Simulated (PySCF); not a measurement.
An unknown is described by computed data only.

Formula: C8H9FO2.

| Property | Result |
| --- | --- |
| Dipole | 2.73 D [PBE0/pcSseg-1] |
| 13C NMR | chemical shifts (computed TMS as zero) by class: 175.0 (1 C), 141.5 (1 C), 137.6 (1 C), 92.1 (1 C), 52.4 (1 C), 45.5 (1 C), 41.0 (1 C), 39.8 (1 C) ppm [GIAO PBE0/pcSseg-1] |
| 1H NMR | chemical shifts (computed TMS as zero) by class: 6.24 (1 H), 5.71 (1 H), 4.04 (3 H), 3.25 (1 H), 3.03 (1 H), 2.87 (1 H), 1.17 (1 H) ppm [GIAO PBE0/pcSseg-1] |
| NMR, other nuclei | isotropic shieldings of nuclei other than C and H, by class: -80 (1 O), 144 (1 O), 392 (1 F) ppm [GIAO PBE0/pcSseg-1] |
| Rotational structure | rotational constants A, B, C: 2.435, 0.690, 0.650 GHz [GFN2-xTB] |

The electronic properties come from PySCF, for the isolated species, density fitting. Levels stand in brackets. One conformer (not necessarily the lowest) at the GFN2-xTB geometry, without solvent, vibrations or thermal averaging. Each NMR value is the plain mean over a class of atoms that symmetry, rotation or inversion makes alike.

Problem. Propose a structure and show how it fits.

Solution. Numbering: `[CH3:1][O:2][C:3](=[O:4])[C@@H:5]1[C@H:6]2[CH:7]=[CH:8][CH2:9][C@@:10]12[F:11]`. Its formula, C8H9FO2, gives 4 degrees of unsaturation: 2 rings and 2 π bonds in the structure found. 8 carbons fall into 8 classes; from least to most shielded: ester carbonyl carbon [C3] (175.0 ppm), alkene CH carbon [C7] (141.5 ppm), alkene CH carbon [C8] (137.6 ppm), sp3 C–F carbon [C10] (92.1 ppm), methoxy carbon [C1] (52.4 ppm), allylic carbon [C9] (45.5 ppm), sp3 carbon next to a carbonyl [C5] (41.0 ppm), sp3 carbon at a ring junction [C6] (39.8 ppm). Hydrogen classes from least to most shielded: 1 H on an alkene CH carbon, C7 (6.24 ppm), 1 H on an alkene CH carbon, C8 (5.71 ppm), 3 H on a methoxy carbon, C1 (4.04 ppm, a mean of values up to 1.4 ppm apart in this geometry), 1 H on an allylic carbon, C9 (3.25 ppm), 1 H on an sp3 carbon at a ring junction, C6 (3.03 ppm), 1 H on an allylic carbon, C9 (2.87 ppm), 1 H on an sp3 carbon next to a carbonyl, C5 (1.17 ppm). The other shieldings belong to: -80 ppm, ester carbonyl oxygen [O4]; 144 ppm, ester single-bonded oxygen [O2]; 392 ppm, alkyl fluorine [F11]. The optimised geometry has point group C1 and is an asymmetric top. Structure: `[C@]12(F)[C@@H]([C@H]1C=CC2)C(OC)=O`. Computed isomers that give other values at the same levels: `O=CO[C@@]12C=C(F)[C@@H](CC1)C2` (13C chemical shifts (computed TMS as zero) by class: 180.0 (1 C), 165.3 (1 C), 114.8 (1 C), 91.7 (1 C), 56.0 (1 C), 44.0 (1 C), 30.1 (1 C), 29.6 (1 C) ppm); `CC#CCCOC(=O)/C=C/F` (13C chemical shifts (computed TMS as zero) by class: 176.8 (1 C), 172.0 (1 C), 112.0 (1 C), 85.0 (1 C), 80.0 (1 C), 66.6 (1 C), 21.3 (1 C), 4.6 (1 C) ppm); `C=C/C(=C\F)C(=C)OC(C)=O` (13C chemical shifts (computed TMS as zero) by class: 172.6 (1 C), 161.2 (1 C), 159.2 (1 C), 136.3 (1 C), 131.0 (1 C), 120.9 (1 C), 107.4 (1 C), 23.3 (1 C) ppm). The assignments are read from this structure; whether some other isomer fits the data as well wasn't checked. The mirror image fits equally.
